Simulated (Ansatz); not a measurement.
Geometry optimisation, RKS B3LYP-D4/def2-SVP (Ansatz 0.2.0).

Input:

```yaml
crystal:
  periodic: [false, false, false]
  atoms:
    - { symbol: C, position_ang: [-0.753, -1.1561, 0.417] }
    - { symbol: "N", position_ang: [-0.1705, 0.1571, 0.6509] }
    - { symbol: C, position_ang: [-0.95323, 1.23067, 0.89544] }
    - { symbol: "N", position_ang: [-2.24038, 1.37927, 0.65834] }
    - { symbol: Br, position_ang: [-0.09493, 2.82332, 1.4843] }
    - { symbol: H, position_ang: [-1.5461, -1.0072, -0.3934] }
    - { symbol: H, position_ang: [-0.0399, -1.8707, 0.1297] }
    - { symbol: H, position_ang: [-1.2712, -1.4348, 1.3055] }
    - { symbol: H, position_ang: [0.79627, 0.20838, 1.05095] }
    - { symbol: H, position_ang: [-2.49066, 2.27352, 0.93269] }
basis:
  gaussian: { orbitals: def2-SVP }
hamiltonian:
  xc: b3lyp
  dispersion: d4
relax:
  f_tol: 0.015
  max_steps: 40
```

Run as:

```bash
$ ansatz run input.yaml --threads 2 --pin off --max-ram 3072MiB --backend cpu --events-out ev --progress --plain --runs-dir out
```

Question: Where does it end, and by what steps?

Answer: The run converged. After 9 steps the energy has fallen by 0.554 eV; Br5 moved furthest, 0.23 Å.

```json
{"step": "0", "energy less start (eV)": "0.0000", "largest force component (eV/Å)": "3.792", "accepted": "yes"}
{"step": "1", "energy less start (eV)": "-0.4471", "largest force component (eV/Å)": "2.116", "accepted": "yes"}
{"step": "2", "energy less start (eV)": "-0.5039", "largest force component (eV/Å)": "1.261", "accepted": "yes"}
{"step": "3", "energy less start (eV)": "-0.5265", "largest force component (eV/Å)": "0.619", "accepted": "yes"}
{"step": "4", "energy less start (eV)": "-0.5484", "largest force component (eV/Å)": "0.260", "accepted": "yes"}
{"step": "5", "energy less start (eV)": "-0.5518", "largest force component (eV/Å)": "0.233", "accepted": "yes"}
{"step": "6", "energy less start (eV)": "-0.5533", "largest force component (eV/Å)": "0.140", "accepted": "yes"}
{"step": "7", "energy less start (eV)": "-0.5539", "largest force component (eV/Å)": "0.060", "accepted": "yes"}
{"step": "8", "energy less start (eV)": "-0.5540", "largest force component (eV/Å)": "0.034", "accepted": "yes"}
{"step": "9", "energy less start (eV)": "-0.5541", "largest force component (eV/Å)": "0.007", "accepted": "yes"}
```

```xyz
10
Properties=species:S:1:pos:R:3
C -0.790 -1.107 0.418
N -0.194 0.178 0.726
C -0.975 1.272 0.907
N -2.223 1.309 0.753
Br 0.132 2.833 1.425
H -1.470 -1.010 -0.442
H 0.009 -1.818 0.166
H -1.378 -1.507 1.263
H 0.768 0.228 1.028
H -2.643 2.225 0.887
```

Run time: 37 s on 2 threads of Arm Neoverse V1 (shared host), peak memory 0.28 GiB.
